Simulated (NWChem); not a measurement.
## Correlation energy of In (+1)

```
In
```
Charge +1, spin multiplicity 1.

The numbers come from NWChem runs, not from measurements.

Basis set: def2-QZVP. Each correlation energy counts from its own Hartree-Fock reference.

Effective core potentials replace the inner electrons of In; spin-orbit coupling is left out. The correlated methods keep 4 core orbitals frozen. Coupled-cluster values serve here as a point of comparison, not as the truth.

For the correlation energy, CR-CCSD(T) gives -403.5 mHa and CCSD+T(CCSD) gives -405.3 mHa. What do MP2, CCSD(T), CCSD give?

MP2: -425.7 mHa; CCSD(T): -405.1 mHa; CCSD: -395.8 mHa.
